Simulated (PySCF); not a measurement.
## Spinor energies of Pr³⁵⁺ (praseodymium, charge +35)

Start: [Ar] 3d6; 3d3/2 filled at m_j = -3/2, -1/2, +1/2, +3/2; 3d5/2 filled at m_j = +3/2, +5/2. Calculated with PySCF 2.14 in an uncontracted even-tempered set (16 s from 6.6 bohr⁻², ratio 2.8; 12 p from 8.6 bohr⁻², ratio 2.8; 8 d from 8.6 bohr⁻², ratio 2.8; 3 f from 31 bohr⁻², ratio 3): generalised Hartree-Fock with the X2C-1e Hamiltonian and a Gaussian nucleus; one run each with spin-orbit coupling (SO) switched off, then screened by Boettger's factors.

```
spinor shell  electrons  ε, spin-free (eV)  ε, screened SO (eV)  weight of nominal j (screened SO)  rms radius, screened SO (bohr)
       1s1/2          2           -43827.8             -43820.2                              1.000                          0.0275
       2s1/2          2            -8485.6              -8482.5                              1.000                           0.111
       2p1/2          2            -7761.3              -8107.1                              1.000                          0.0953
       2p3/2          4            -7761.3              -7606.9                              1.000                           0.101
       3s1/2          2            -2940.6              -2939.7                              1.000                           0.278
       3p1/2          2            -2703.1              -2789.4                              0.992                           0.269
       3d3/2          4            -2421.6              -2431.7                              0.913                           0.246
       3d5/2          2            -2421.6              -2406.7                              0.906                           0.249
```

(1) Where does 3p3/2 lie, and what is the 3p spin-orbit splitting (screened SO)?

```json
{"quantity": "E (hartree)", "spin-free": "-8396.29737", "screened SO": "-8401.38964"}
{"quantity": "M_J", "spin-free": "4", "screened SO": "4"}
{"quantity": "⟨J²⟩", "spin-free": "20.000", "screened SO": "20.027"}
{"quantity": "⟨L²⟩", "spin-free": "6.000", "screened SO": "9.994"}
{"quantity": "⟨S²⟩", "spin-free": "6.000", "screened SO": "3.904"}
```

Each row is a mean over spinors that exchange with the open shell spreads, by up to 35.439 eV (3p3/2).

Breit and QED terms are absent; they matter most for the inner s and p1/2 levels.

Densities and radii are taken from the X2C orbitals without a picture-change correction, which distorts them close to the nucleus.

Without spin-orbit coupling the j labels of p, d and f shells carry no meaning; the spin-free column gives the mean over the occupied spinors of each nl shell.

Results:

(1) At -2664.0 eV, 125.46 eV above 3p1/2.
